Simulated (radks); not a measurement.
Results of a calculation; reference values are marked as such.
Q: Pm3+, configuration [Xe] 4f4 (the NIST ground configuration). Code: a radial shooting solver on a logarithmic mesh with Libxc functionals. Model: scalar-relativistic Kohn-Sham, r2SCAN, spin-polarised, spherical densities, finite nucleus; open shells are filled with parallel spins first (spin-orbit coupling, left out, can overturn this in heavy ions); meta-GGA in the generalised Kohn-Sham scheme; Fermi nuclear charge, rms radius 4.962 fm. Some entries of the table are withheld. Estimate them.

| orbital | occ. | eigenvalue (hartree) | <r> (bohr) | <r^2> (bohr^2) |
|---|---|---|---|---|
| 1s up | 1 | -1658.100 | 0.02318 | 0.0007320 |
| 1s down | 1 | -1658.100 | 0.02318 | 0.0007320 |
| 2s down | 1 | -271.2845 | 0.09893 | 0.01156 |
| 2s up | 1 | -271.2838 | 0.09893 | 0.01156 |
| 2p down | 3 | -242.2618 | 0.08712 | 0.009265 |
| 2p up | 3 | -242.2615 | 0.08712 | 0.009266 |
| 3s up | 1 | -60.37379 | 0.2602 | 0.07735 |
| 3s down | 1 | -60.31411 | 0.2600 | 0.07725 |
| 3p up | 3 | -51.21109 | 0.2586 | 0.07751 |
| 3p down | 3 | -51.15124 | 0.2584 | 0.07739 |
| 3d up | 5 | -38.65017 | 0.2364 | 0.06575 |
| 3d down | 5 | -38.60317 | 0.2361 | 0.06560 |
| 4s up | 1 | -13.10961 | 0.5925 | 0.3958 |
| 4s down | 1 | -12.95130 | 0.5923 | 0.3955 |
| 4p up | 3 | -10.08222 | 0.6267 | 0.4462 |
| 4p down | 3 | -9.92170 | 0.6264 | 0.4460 |
| 4d up | 5 | -5.78850 | 0.6852 | 0.5442 |
| 4d down | 5 | -5.62521 | 0.6857 | 0.5455 |
| 5s up | 1 | -2.62323 | 1.403 | (1) |
| 5s down | 1 | -2.54041 | 1.426 | (2) |
| 5p up | 3 | -1.85272 | (3) | 2.877 |
| 5p down | 3 | -1.79201 | (4) | 2.982 |
| 4f up | 4 | -1.20441 | 0.9243 | 1.091 |
| 4f down | 0 | -1.05537 | 0.9569 | 1.187 |

A: 
(1) 5s up <r^2> (bohr^2): 2.205
(2) 5s down <r^2> (bohr^2): 2.278
(3) 5p up <r> (bohr): 1.599
(4) 5p down <r> (bohr): 1.628
